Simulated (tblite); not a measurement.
Compound: C₅H₁₅B₂N.
Atom-mapped SMILES: `[BH2:1][C@@H:2]1[CH2:3][CH2:4][BH2-:5][N+:6]1([CH3:7])[CH3:8]` (hydrogens: H9, H10 on B1; H11 on C2; H12, H13 on C3; H14, H15 on C4; H16, H17 on B5; H18, H19, H20 on C7; H21, H22, H23 on C8)

Computed with GFN2-xTB (tblite), gas phase: L-BFGS steps from a force-field or distance-geometry start until the largest atomic force falls under 0.01 eV/Å.

Step 22: E = -645.8494 eV
```
atom  x, y, z in Å  |  force x, y, z in eV/Å
B1      0.6830    2.1758   -0.2096   -0.063  -0.054   0.095
C2      0.5763    0.6918    0.2749   -0.189   0.035   0.210
C3      1.6369   -0.0014   -0.6018   -0.051   0.221   0.065
C4      1.4852   -1.4689   -0.2230    0.248   0.043  -0.088
B5     -0.1288   -1.6616   -0.2127    0.050  -0.061  -0.070
N6     -0.6645   -0.1283    0.2086   -0.022   0.053  -0.045
C7     -1.6169    0.4052   -0.7627   -0.018   0.138  -0.163
C8     -1.3321   -0.0471    1.5156    0.051  -0.038   0.037
H9      0.3047    2.5112   -1.2587   -0.070   0.103  -0.018
H10     1.2843    2.9039    0.4782    0.078   0.128  -0.116
H11     0.9152    0.5724    1.3031    0.178  -0.052   0.138
H12     1.3957    0.1534   -1.6539    0.046  -0.115  -0.040
H13     2.6078    0.4561   -0.4034    0.168  -0.203  -0.033
H14     1.9999   -2.0871   -0.9534   -0.027  -0.105  -0.201
H15     1.9982   -1.6777    0.7201   -0.178   0.173   0.113
H16    -0.5346   -1.8586   -1.3068   -0.137  -0.065  -0.149
H17    -0.5139   -2.4573    0.5653   -0.221  -0.049   0.255
H18    -1.7803    1.4677   -0.5192   -0.217  -0.260  -0.244
H19    -2.5602   -0.1547   -0.6872    0.325   0.184  -0.162
H20    -1.2378    0.3095   -1.7860   -0.031   0.072   0.321
H21    -2.3986   -0.2594    1.3979    0.201  -0.076   0.143
H22    -1.2187    0.9673    1.9278   -0.134  -0.263  -0.008
H23    -0.9057   -0.7854    2.1971    0.014   0.191  -0.040
```

Step 23: E = -645.8590 eV
```
atom  x, y, z in Å  |  force x, y, z in eV/Å
B1      0.6840    2.1691   -0.1980   -0.039   0.291  -0.002
C2      0.5784    0.6970    0.2845    0.085   0.074   0.197
C3      1.6357    0.0106   -0.6008    0.057  -0.014  -0.022
C4      1.4808   -1.4586   -0.2251    0.181  -0.035  -0.101
B5     -0.1160   -1.6656   -0.2167   -0.367   0.176  -0.006
N6     -0.6514   -0.1106    0.2004   -0.321  -0.385   0.139
C7     -1.6102    0.4076   -0.7711    0.030  -0.086   0.156
C8     -1.3195   -0.0506    1.5055   -0.043  -0.084   0.041
H9      0.2885    2.4945   -1.2463   -0.036   0.128   0.019
H10     1.2834    2.9103    0.4830    0.051   0.070  -0.171
H11     0.9335    0.5795    1.3087    0.069  -0.116   0.124
H12     1.3963    0.1688   -1.6496   -0.043  -0.119  -0.145
H13     2.6148    0.4501   -0.4218    0.222  -0.117   0.084
H14     1.9862   -2.1058   -0.9295    0.112  -0.042  -0.411
H15     1.9730   -1.6711    0.7181   -0.007   0.195   0.372
H16    -0.5546   -1.8600   -1.2930   -0.074  -0.080  -0.313
H17    -0.5334   -2.4386    0.5637   -0.123  -0.115   0.329
H18    -1.7924    1.4509   -0.5442   -0.247   0.329  -0.072
H19    -2.5427   -0.1513   -0.7054    0.064  -0.055  -0.021
H20    -1.2424    0.3059   -1.7753    0.275   0.032  -0.348
H21    -2.3821   -0.2664    1.4091    0.031  -0.145  -0.021
H22    -1.2227    0.9459    1.9353   -0.033   0.112   0.070
H23    -0.8923   -0.7847    2.1785    0.157  -0.012   0.099
```

Step 24: E = -645.8864 eV
```
atom  x, y, z in Å  |  force x, y, z in eV/Å
B1      0.6879    2.1653   -0.2054   -0.024   0.217   0.031
C2      0.5710    0.6939    0.2905    0.133   0.096   0.119
C3      1.6344    0.0135   -0.5962    0.072  -0.047  -0.036
C4      1.4882   -1.4609   -0.2324    0.088  -0.068  -0.036
B5     -0.1186   -1.6677   -0.2139   -0.252   0.065   0.005
N6     -0.6584   -0.1187    0.2049   -0.180  -0.211   0.141
C7     -1.6117    0.4093   -0.7649   -0.040   0.023  -0.059
C8     -1.3290   -0.0483    1.5077   -0.077  -0.055   0.149
H9      0.3010    2.4919   -1.2587   -0.044   0.090   0.070
H10     1.3016    2.9058    0.4666    0.023   0.032  -0.177
H11     0.9262    0.5744    1.3150    0.063  -0.083   0.100
H12     1.3992    0.1680   -1.6486   -0.023  -0.079  -0.066
H13     2.6143    0.4516   -0.4086    0.160  -0.112   0.049
H14     1.9873   -2.0971   -0.9584    0.049   0.035  -0.230
H15     1.9885   -1.6793    0.7123   -0.078   0.189   0.158
H16    -0.5558   -1.8624   -1.2957   -0.064  -0.080  -0.187
H17    -0.5243   -2.4476    0.5761   -0.093  -0.009   0.197
H18    -1.8074    1.4560   -0.5150   -0.189   0.000  -0.170
H19    -2.5412   -0.1663   -0.7122    0.195   0.071  -0.080
H20    -1.2281    0.3312   -1.7770    0.111   0.063   0.004
H21    -2.3913   -0.2810    1.4035    0.151  -0.118   0.044
H22    -1.2470    0.9638    1.9235   -0.056  -0.117  -0.015
H23    -0.8917   -0.7683    2.1972    0.074   0.100  -0.010
```

Step 25: E = -645.9042 eV
```
atom  x, y, z in Å  |  force x, y, z in eV/Å
B1      0.6911    2.1628   -0.2082   -0.019   0.159   0.032
C2      0.5677    0.6935    0.2992    0.177   0.064   0.032
C3      1.6346    0.0180   -0.5928    0.083  -0.102  -0.048
C4      1.4933   -1.4613   -0.2393   -0.055  -0.092   0.001
B5     -0.1229   -1.6674   -0.2116   -0.164  -0.020   0.000
N6     -0.6624   -0.1234    0.2083   -0.049  -0.037   0.122
C7     -1.6106    0.4114   -0.7631   -0.050   0.056  -0.097
C8     -1.3346   -0.0484    1.5089   -0.073  -0.034   0.170
H9      0.3059    2.4857   -1.2647   -0.051   0.073   0.106
H10     1.3170    2.9037    0.4521    0.015   0.021  -0.164
H11     0.9255    0.5710    1.3236    0.034  -0.063   0.055
H12     1.4005    0.1710   -1.6477   -0.008  -0.048   0.007
H13     2.6181    0.4503   -0.4013    0.092  -0.100   0.029
H14     1.9848   -2.0943   -0.9795    0.014   0.120  -0.074
H15     1.9932   -1.6812    0.7095   -0.097   0.166   0.004
H16    -0.5634   -1.8653   -1.2965   -0.036  -0.074  -0.075
H17    -0.5224   -2.4492    0.5888   -0.051   0.070   0.084
H18    -1.8255    1.4553   -0.4995   -0.127  -0.119  -0.200
H19    -2.5323   -0.1777   -0.7235    0.180   0.086  -0.102
H20    -1.2156    0.3522   -1.7758    0.059   0.066   0.119
H21    -2.3925   -0.2971    1.4014    0.137  -0.125   0.069
H22    -1.2684    0.9714    1.9146   -0.053  -0.179  -0.040
H23    -0.8861   -0.7540    2.2073    0.044   0.111  -0.029
```

Problem. Estimate the geometry and energy of step 26. (The exact step hangs on the optimiser's Hessian estimate; all steps are aligned on step 25, rigid shifts and turns removed.)

Solution. E = -645.9253 eV, largest force 0.255 eV/Å
```
atom  x, y, z in Å  |  force x, y, z in eV/Å
B1      0.6959    2.1604   -0.2084   -0.015   0.067   0.028
C2      0.5685    0.6949    0.3133    0.196   0.004  -0.090
C3      1.6366    0.0243   -0.5895    0.073  -0.171  -0.041
C4      1.4961   -1.4609   -0.2490   -0.232  -0.094   0.049
B5     -0.1302   -1.6660   -0.2087   -0.076  -0.081  -0.016
N6     -0.6647   -0.1255    0.2131    0.094   0.157   0.071
C7     -1.6068    0.4148   -0.7631   -0.023   0.062  -0.091
C8     -1.3397   -0.0503    1.5103   -0.036  -0.012   0.142
H9      0.3068    2.4728   -1.2668   -0.068   0.077   0.119
H10     1.3380    2.9028    0.4312    0.026   0.033  -0.124
H11     0.9298    0.5677    1.3378   -0.011  -0.045  -0.016
H12     1.4017    0.1800   -1.6456    0.005  -0.019   0.076
H13     2.6266    0.4460   -0.3961    0.004  -0.089   0.015
H14     1.9781   -2.0933   -1.0018   -0.006   0.210   0.081
H15     1.9912   -1.6795    0.7059   -0.090   0.119  -0.139
H16    -0.5800   -1.8710   -1.2943    0.006  -0.056   0.041
H17    -0.5254   -2.4442    0.6060    0.004   0.131  -0.025
H18    -1.8560    1.4497   -0.4881   -0.039  -0.154  -0.187
H19    -2.5138   -0.1926   -0.7456    0.089   0.033  -0.099
H20    -1.1976    0.3805   -1.7725    0.049   0.060   0.164
H21    -2.3885   -0.3239    1.4020    0.051  -0.157   0.069
H22    -1.2991    0.9745    1.9043   -0.035  -0.145  -0.035
H23    -0.8725   -0.7342    2.2156    0.034   0.067   0.006
```

The energy changes by -0.0211 eV. The first-order estimate −F·Δx gives -0.0294 eV and the mean of the old and new forces, exact on a quadratic surface, -0.0211 eV. The step makes an angle of 66° with the force vector and moves no atom by more than 0.034 Å.

The cost below is that of the whole relaxation. Hardware: Arm Neoverse N1, one thread, no GPU, on a shared host. Cost: 2.4 s wall.
